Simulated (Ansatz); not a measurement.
Two isomers of C2H3BF2O: A = `O=CCB(F)F`, B = `FB(F)C1CO1`.

Program: Ansatz. Geometries: PBE0-D4/def2-TZVP. ΔE: electronic, gas phase. CBS: MP2 limit from def2 TZ/QZ plus the TZ coupled-cluster correction, frozen cores. DFT in def2-TZVPP. B3LYP here is the variant with VWN-RPA as its local correlation; programs differ in this. Each species was taken in one conformer, which may not be the lowest.

Which isomer does CCSD(T)/CBS put lower? Give the gap. (An estimate is asked.)

Computed: A, by 107.3 kJ/mol.

Give E(B) − E(A) in kJ/mol with PBE-D4, HF/def2-TZVPP, PBE0-D4, B2PLYP, CCSD(T)/def2-TZVPP, B3LYP, r2SCAN-D4. (Best estimate.)

The calculation gave: PBE-D4 101.0, HF/def2-TZVPP 126.4, PBE0-D4 99.1, B2PLYP 112.7, CCSD(T)/def2-TZVPP 108.1, B3LYP 113.9, r2SCAN-D4 103.7. None reverses the order clearly.

Largest T1 diagnostic: 0.014.

In def2-TZVPP, CCSD(T) changes the Hartree–Fock value by −18.2 kJ/mol (the triples alone add −0.9 kJ/mol) and MP2 by −22.3 kJ/mol.
